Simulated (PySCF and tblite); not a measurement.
Results of a calculation; reference values are marked as such.
System: C₆H₈NOS (charge -1), numbered as in [CH3:1][N:2]([CH3:3])[c:4]1[cH:5][cH:6][c:7]([O-:8])[s:9]1.

For the rotation about the C4–N2 bond (torsion C5–C4–N2–C1 from -117° to 11°, rising): electronic barrier 4.77 kcal/mol, zero-point change -0.06 kcal/mol, thermal and entropy terms at 350 K a further 0.75 kcal/mol (symmetry numbers apart). The minimum is Cs, the saddle C1. Level: PBE0/pcSseg-1 + D3(BJ) on GFN2-xTB stationary points, with GFN2-xTB thermal terms. Rates follow Eyring's equation with the number of equivalent paths and no tunnelling. Programs: tblite and PySCF.

(1) How many equivalent paths lead out of the minimum?

(2) Work out the rate at 350 K.

The ion is treated without a counter-ion.

Results:

(1) 2: the symmetry number of the minimum is 1, that of the saddle displaced along its mode 1, and the displaced saddle is chiral while the minimum is not, which doubles the count.

(2) ΔG‡ = 5.46 kcal/mol; k_B T/h = 7.3×10¹² s⁻¹; exp(−ΔG‡/RT) = 0.00039; times 2 gives k = 5.7×10⁹ s⁻¹. Wigner's tunnelling factor for the 56i cm⁻¹ mode would be 1.00.
